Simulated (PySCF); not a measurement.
Species: C₄H₅ClF₂O₂.
SMILES: `F[C@@H]1OCOC[C@@]1(F)Cl`

The calculation used TDDFT CAM-B3LYP/def2-SVPD, vertical, gas phase, core orbitals frozen in the response in PySCF 2.14.0, density-fitted response routines. One conformer (not necessarily the lowest) at the GFN2-xTB geometry, without solvent, vibrations or thermal averaging.

Computed states:

```csv
state,E (eV),f
S1,7.31,0.0007
S2,7.66,0.0008
S3,8.11,0.0095
S4,8.24,0.0049
S5,8.57,0.017
S6,8.73,0.048
S7,8.75,0.0063
S8,8.94,0.026
```

Broadening: Gaussians 0.25 eV wide at half height, area fixed by f = 4.319×10⁻⁹ ∫ε dν̃. The width is an assumption, not a result. The curve ends short of the highest state used, and states not computed would add to its high-energy end.

Task: What does the envelope look like, and where are its maxima?

Result: 
λ (nm), ε (L mol⁻¹ cm⁻¹) and a bar:
```
    148.6        606 ##############
    149.7        818 ###################
    150.7       1113 #########################
    151.7       1317 ##############################
    152.8       1294 #############################
    153.8       1043 ########################
    154.9        651 ###############
    155.9        343 ########
    156.9        151 ###
    158.0         62 #
    159.0         48 #
    160.1         62 #
    161.1         77 ##
    162.1         81 ##
    163.2         70 ##
    164.2         53 #
    165.3         41 #
    166.3         41 #
    167.3         52 #
    168.4         67 ##
    169.4         75 ##
    170.5         70 ##
    171.5         56 #
    172.5         38 #
    173.6         21 
    174.6         11 
    175.7          4 
    176.7          2 
    177.8          0 
    178.8          0
```

Maxima: 170 nm (7.31 eV), ε about 75, made up of S1 (100%); 162 nm (7.66 eV), ε about 81, made up of S2 (99%); 152 nm (8.15 eV), ε about 1300, made up of S3 (73%) and S4 (27%) (ε in L mol⁻¹ cm⁻¹; maxima over ε = 5, shares over 10%).

Task: What would ε be at 8.15 eV, the highest of these maxima, with half the width (0.125 eV)?

Result: About 1890 L mol⁻¹ cm⁻¹ against 1340, a factor of about 1.4; a lone state at its own centre would give exactly 2.

Task: Coming from long wavelengths, where does ε first pass 100 L mol⁻¹ cm⁻¹?

Result: At about 157 nm (7.88 eV), 0.57 eV above S1.

Hardware: Arm Neoverse V2, one thread, no GPU, on a shared host. Cost: 71 s.
